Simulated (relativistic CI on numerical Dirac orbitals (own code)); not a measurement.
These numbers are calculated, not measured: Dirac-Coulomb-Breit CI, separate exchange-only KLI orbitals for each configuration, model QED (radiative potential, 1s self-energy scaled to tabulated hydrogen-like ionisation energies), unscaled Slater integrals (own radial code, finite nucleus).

The strongest absorption lines from the ground level of an ion, among the configurations computed and to levels below about 2480 eV (vacuum wavelength in Å, gf): 6.4244 (0.41), 7.0191 (1.1), 7.4182 (0.045), 7.7959 (6.6), 8.0347 (1.2), 8.2778 (0.38), 9.8019 (0.3), 9.9440 (0.13).

(1) Which ion is it?
A. Nd³²⁺
B. Eu³⁵⁺
C. Dy³⁶⁺
D. Dy³⁸⁺

## Answers

(1) D. Dy³⁸⁺ has 28 electrons and the ground level 3s²3p⁶3d¹⁰ ¹S0; the strongest line goes to 3s²3p⁶3d⁹4f ¹P°1. The pattern of lines fixes the number of electrons, and along that sequence the line energies rise steadily with the charge (about as its square where n changes within one kind of shell, about linearly where n is kept but much faster in heavy ions where fine structure, which grows about as Z⁴, sets the gap, and irregularly where shells cross), which fixes Z. Configurations outside the model, such as inner-shell arrays, can give stronger lines. At this charge energies of transitions that change n are usually good to better than 1 %, and those within a shell (Δn = 0) to a few per cent.

LS names give the leading component of a level, which can be under half, so a name can repeat, a term be missing and a line seem to break the LS rules.
